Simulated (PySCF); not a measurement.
## [AlI2]+, singlet: data card

All numbers come from PBE0 in PySCF with Al def2-TZVP, I def2-TZVP with ECP28; scalar-relativistic core potentials, no spin–orbit coupling; density-fitted integrals.

The structure is a minimum.

| Item | Value |
| --- | --- |
| Point group | D∞h |
| Bond lengths | Al–I 2.359 Å (×2) |
| Bond angles | I–Al–I 180.0° |
| Dipole moment about the centre of mass | 0.00 D |
| Lowest empty level | -7.91 eV |
| Entropy at 298.15 K and 1 bar | 303.8 J/(mol K) |
| Principal quadrupole moments (Buckingham, traceless) about the centre of mass | -11.02, -11.02, 22.04 D Å |
| Heat capacity Cp at 298.15 K | 57.8 J/(mol K) |
| Enthalpy at 298.15 K above 0 K | 14.56 kJ/mol |
| Principal polarisabilities | 59.4, 59.4, 134.8 bohr³ |
| Zero-point energy | 5.7 kJ/mol |
| Rotational symmetry number | 2 |
| Highest occupied level | -13.30 eV |
| Rotational constants | 0.01193 cm⁻¹ |

Harmonic modes (masses in u: Al 26.982, I 126.904):
```tsv
symmetry	ω (cm⁻¹)	IR (km/mol, summed over degenerate members)	μ (u)
πu	99	32.4	29.19
σg+	180	0.0	126.90
σu+	577	145	29.19
```

In D∞h the vibrations span πu + σg+ + σu+. The σg+ mode carries no infrared intensity, as symmetry demands. With a centre of inversion only u modes can be infrared active and only g modes Raman active.

Charges (e):
```
atom  Mulliken  Löwdin  polar tensor  Mayer order to Al1
 Al1      0.56   -0.24          1.16                   –
I2,3      0.22    0.62         -0.08                1.64
```

Mulliken populations on Al1: s 4.98, p 7.12, d 0.29, f 0.06.

Outer orbital energies (eV). occupied: -25.23, -25.01, -16.89, -15.03, -13.69, -13.69, -13.30, -13.30; empty: -7.91, -6.89, -6.89, -3.04.

Counting electrons, aluminium keeps none of its valence electrons outside its bonds, so the VSEPR class is AX2 and the expected shape is linear (D∞h), as computed.

This need not be the most stable arrangement of these atoms.

The final relaxation and frequency run took of the order of 80 core-seconds on a shared host.
